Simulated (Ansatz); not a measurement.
Be3Te2⁺. Total charge 1; doublet. Geometry PBE-D4/def2-SVP, basis def2-TZVP, Ansatz.

```csv
atom,x (Å),y (Å),z (Å)
Be1,-0.541,0.790,0.648
Be2,-0.621,-1.057,1.672
Be3,0.375,-1.076,-0.192
Te4,1.626,0.983,-0.412
Te5,-0.839,0.360,-1.715
```

| run | HOMO (eV) | LUMO (eV) |
| --- | --- | --- |
| A | -9.71 | -8.41 |
| B | -10.43 | -7.94 |
| C | -10.05 | -7.99 |
| D | -9.69 | -8.32 |
| E | -10.69 | -7.62 |

In the def2 sets Te takes a core potential; there is no spin–orbit coupling. B3LYP takes the VWN-RPA correlation. Another isomer (doublet) lies 1.71 eV lower at PBE0-D4/def2-TZVP; other spin states weren't run for this one.

HOMO and LUMO are taken over both spins.

The runs used B3LYP, PBE, PBE0, r2SCAN, revPBE. Estimate which is which.

A PBE (0 % exact exchange); B B3LYP (20 % exact exchange); C r2SCAN (0 % exact exchange); D revPBE (0 % exact exchange); E PBE0 (25 % exact exchange). Exact exchange lowers occupied and raises empty levels; among semilocal functionals meta-GGAs tend to open the gap a little, and such runs are hard to tell apart. The gap grows from 1.30 eV (PBE) to 3.07 eV (PBE0).
